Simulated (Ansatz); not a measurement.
Cost and result for the atomization energy of C$_{6}$H$_{13}$N, SMILES `C1CCCNCC1` (20 atoms, 20 bonds).

Cartesian coordinates in Å:
```
C -1.435 -0.091 0.399
C -1.145 0.682 -0.884
C 0.093 0.250 -1.655
C 1.384 0.162 -0.846
N 1.420 -0.919 0.119
C 0.860 -0.663 1.431
C -0.420 0.178 1.504
H -2.429 0.198 0.753
H -1.491 -1.167 0.188
H -2.011 0.613 -1.550
H -1.051 1.744 -0.622
H 0.244 0.936 -2.497
H -0.083 -0.737 -2.104
H 1.573 1.104 -0.319
H 2.221 0.035 -1.544
H 1.011 -1.749 -0.285
H 0.674 -1.640 1.886
H 1.623 -0.182 2.057
H -0.164 1.243 1.484
H -0.874 0.004 2.486
```

The species carries charge 0 and has multiplicity 1. All single points use the PBE0-D4/def2-TZVP geometry. Program: Ansatz. All runs use 2 threads of an AMD EPYC 7R13 on a shared host and a share of an NVIDIA H100 80 GB. Times are those of one run each, without the atoms' runs, and a repeat can differ threefold. Electronic energies, without spin–orbit coupling; frozen cores. CCSD(T)/CBS adds CCSD(T) − MP2 in def2-TZVPP to the MP2 limit, and its time is that of the two runs behind it. T1 = 0.009. B3LYP takes the VWN-RPA correlation (the form of Gaussian; ORCA's B3LYP/G).

CCSD(T)/CBS is a level of theory with its own doubt, some kJ/mol a heavy atom from the limit and from the frozen cores, so smaller differences don't rank the functionals.

```
                             level  functions  wall time
   PBE-D4/def2-TZVPP (with forces)        399      8.5 s
                PBE0-D4/def2-TZVPP        399        9 s
 B3LYP-D4/def2-TZVPP (with forces)        399      9.5 s
                ωB97X-V/def2-TZVPP        399       10 s
r2SCAN-D4/def2-TZVPP (with forces)        399       12 s
                 B2PLYP/def2-TZVPP        399       12 s
                    MP2/def2-QZVPP        789       14 s
  ωB97M-V/def2-TZVPP (with forces)        399       16 s
                CCSD(T)/def2-TZVPP        399       22 s
                 CCSD(T)/CBS(def2)          –       36 s
```

What atomization energy does each give, and how far from CCSD(T)/CBS? (Estimate.)

Computed: 
| level | atomization (kJ/mol) | difference from CCSD(T)/CBS | per bond |
| --- | --- | --- | --- |
| PBE-D4/def2-TZVPP (with forces) | 8213.7 | 184.6 | 9.2 |
| PBE0-D4/def2-TZVPP | 8111.3 | 82.2 | 4.1 |
| B3LYP-D4/def2-TZVPP (with forces) | 8046.0 | 16.9 | 0.8 |
| ωB97X-V/def2-TZVPP | 8059.4 | 30.3 | 1.5 |
| r2SCAN-D4/def2-TZVPP (with forces) | 8042.9 | 13.8 | 0.7 |
| B2PLYP/def2-TZVPP | 7953.8 | -75.3 | -3.8 |
| MP2/def2-QZVPP | 8044.8 | 15.7 | 0.8 |
| ωB97M-V/def2-TZVPP (with forces) | 8063.1 | 34.0 | 1.7 |
| CCSD(T)/def2-TZVPP | 7849.4 | -179.7 | -9.0 |
| CCSD(T)/CBS(def2) | 8029.1 | 0.0 | 0.0 |

In def2-TZVPP, CCSD(T) changes the Hartree–Fock value by +1901.5 kJ/mol (the triples alone add +104.0 kJ/mol) and MP2 by +1991.4 kJ/mol; breaking electron pairs costs correlation energy, which Hartree–Fock lacks. From PBE to PBE0 (25 % exact exchange), in def2-TZVPP and without D4, the atomization energy moves by −95.1 kJ/mol: exact exchange takes away binding that semilocal exchange gives to molecules. The D4 term adds +73.7 kJ/mol with B3LYP and +39.4 kJ/mol with PBE0; it sums over pairs of atoms, weighted by their polarisabilities, and B3LYP, whose exchange is more repulsive, gets the larger term.
